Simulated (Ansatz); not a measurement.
```yaml
atoms:
  - { symbol: C, position_ang: [0.4956, 0.0062, 0.0063] }
  - { symbol: H, position_ang: [1.1164, 0.6439, 0.6546] }
  - { symbol: H, position_ang: [1.1150, -0.6389, -0.6400] }
  - { symbol: F, position_ang: [-0.2807, 0.7799, -0.7807] }
  - { symbol: F, position_ang: [-0.2943, -0.7772, 0.7816] }
```

Basis set: STO-3G (spherical functions). Correlated methods keep 3 orbitals frozen. Charge 0, multiplicity 1.

Computed with Ansatz (development build ahead of 0.2.0); each method stands on the lowest determinant of its kind that the runs found. Restricted open shells among the atoms or ions are ROHF, correlated in semicanonical orbitals with singles.

Task: Give the atomization energy at this shape (free ground-state atoms in the same class of orbitals less the molecule, no zero-point energy) of singlet CH₂F₂ by RHF-MP2, RHF.

Result:

| method | atomization energy |
| --- | --- |
| RHF-MP2 | 371.70 kcal/mol |
| RHF | 326.92 kcal/mol |

This basis has no polarisation functions and is too small for such energies, which can lie far from measured ones in either direction.
